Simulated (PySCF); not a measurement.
**Löwdin shares of the frontier orbitals**

Species: C₃H₈F₂SSi₂.
Z-matrix (Å and degrees, GFN2-xTB geometry), rows numbered from 1:
```
F 
C   1  1.3951
C   2  1.5220  1  109.64
Si  3  1.9184  2  111.67  1    44.55
C   3  1.5152  2  109.20  1   -78.84
S   5  1.8477  3  110.79  2   -52.75
Si  2  1.9175  1  108.91  3  -118.64
F   7  1.6132  2  108.63  1  -138.17
H   2  1.0941  1  105.04  3   119.40
H   3  1.0951  2  106.70  1   164.41
H   4  1.4632  3  106.93  2   173.63
H   4  1.4619  3  107.21  2    54.70
H   4  1.4585  3  109.10  2   -66.41
H   5  1.0891  3  111.47  2    66.11
H   5  1.0874  3  112.21  2  -171.13
H   7  1.4428  2  115.68  1   -18.63
```

Computed with TDDFT PBE0/def2-SVPD, vertical, gas phase, core orbitals frozen in the response (PySCF 2.14.0, density-fitted response routines).

Frontier orbitals with the atoms that hold most of them (Löwdin shares over 4%, at most four atoms; ? is withheld):

| orbital | ε (eV) | atoms |
| --- | --- | --- |
| HOMO-3 | -9.83 | C5 13%, F1 11%, C2 10%, S6 9% |
| HOMO-2 | -8.77 | S6 45%, C3 14%, Si4 9%, C5 8% |
| HOMO-1 | -8.43 | C2 24%, Si7 15%, F1 14%, C3 13% |
| HOMO | -7.42 | ? |
| LUMO | ? | ? |
| LUMO+1 | 0.07 | S6 21%, Si7 14%, Si4 12%, C5 9% |
| LUMO+2 | 0.28 | S6 21%, Si4 18%, Si7 15%, C5 6% |

Task: Give the leading atoms of the HOMO.

Result: S6 (bonded to C and Si) 71%; C5 (bonded to C, S and 2 H) 10%; Si7 (bonded to C, F, S and H) 8%.

Task: Give the leading atoms of the LUMO.

Result: S6 (bonded to C and Si) 27%; Si7 (bonded to C, F, S and H) 21%; C5 (bonded to C, S and 2 H) 10%; C2 (bonded to C, F, Si and H) 7%. By element: sulfur 27%, silicon 21% or more, carbon 18% or more.

Task: What is the LUMO energy, and the HOMO–LUMO gap?

Result: ε(LUMO) = -0.47 eV; the gap is 6.94 eV (0.2552 hartree).

Task: How does S1 compare with the orbital gap of 6.94 eV?

Result: S1 is at 5.57 eV (f = 0.0044), 1.38 eV below the gap, made of HOMO→LUMO (90%). 

Task: One configuration dominates each of S1, S2, S4, S6 and S8. Which, and how do the shares of the two leading atoms of either orbital change from the occupied to the empty one?

Result: 
- S1 (5.57 eV, f 0.0044), HOMO→LUMO (90%): S6 71% → 27%, C5 10% → 10%, Si7 8% → 21%
- S2 (6.18 eV, f 0.0097), HOMO→LUMO+1 (86%): S6 71% → 21%, C5 10% → 9%, Si7 8% → 14%
- S4 (6.71 eV, f 0.020), HOMO-1→LUMO (86%): C2 24% → 7%, Si7 15% → 21%, S6 at most 13% → 27%
- S6 (7.10 eV, f 0.032), HOMO-2→LUMO (88%): S6 45% → 27%, C3 14% → at most 8%, Si7 at most 8% → 21%
- S8 (7.26 eV, f 0.023), HOMO-1→LUMO+1 (78%): C2 24% → at most 10%, Si7 15% → 14%, S6 at most 13% → 21%

Löwdin shares depend on the basis, the more so with diffuse functions.

One conformer stands for the species.
